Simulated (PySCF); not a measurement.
Compound: [MoS(CN)4]-, C4MoN4S (charge -1 and doublet state).
SMILES: `N#[C][Mo-](=[S])([C]#N)([C]#N)[C]#N`

Method: PBE0-D3(BJ)/def2-SVP geometry optimisation, gas phase, def2 core potentials past Kr (PySCF 2.14.0).

Masses are those of the commonest isotopes; rigid-rotor values at the optimised geometry. 

(1) Give the principal moments of inertia and the rotational constants in MHz.

(2) What kind of rotor is it?

(3) What does the inertial defect say?

(4) Where do the R-branch lines fall?

Answers

(1) Ia = 582.77, Ib = 583.63, Ic = 715.15 u·Å²; 505379 MHz·u·Å²/I gives A = 867.2, B = 865.9, C = 706.7 MHz.

(2) An oblate symmetric top, as the point group C4v requires two equal moments; the computed ones differ by 0.15 % because the geometry is symmetric only within the optimiser's tolerance. Ray's parameter κ = (2B − A − C)/(A − C) = 0.984; −1 is the prolate and +1 the oblate limit.

(3) Not planar: Δ = Ic − Ia − Ib = -451.25 u·Å². For a rigid frame Δ = −2 Σ m c², so Σ m c² = 225.63 u·Å² lies off the ab plane. The atom farthest from that plane is 2.20 Å away.

(4) The dipole of 4.53 D (about the centre of mass, as the species is charged) lies along the symmetry axis, so ΔK = 0 and J+1 ← J falls at 2B(J+1) for every K: 1.73 GHz, 3.47 GHz, 5.20 GHz, 6.93 GHz, 8.67 GHz for J = 0 to 4.

For this open shell read J as N, the rotation without spin; fine and hyperfine splittings come on top. Not checked by PBE0-D3(BJ)/def2-SVP frequencies. ⟨S²⟩ = 0.770 (exact for a doublet: 0.75). The geometry's basis has no diffuse functions, a weakness for an anion. Zero-point vibration and centrifugal distortion are left out.

The run took 2.5 min of wall time on an Arm Neoverse V2 with one thread (shared host). This is the geometry optimisation.

For an open-shell metal species like this, the optimisation's SCF solution wasn't tested for stability and no frequencies at its level were run, so a lower state or another shape may exist.
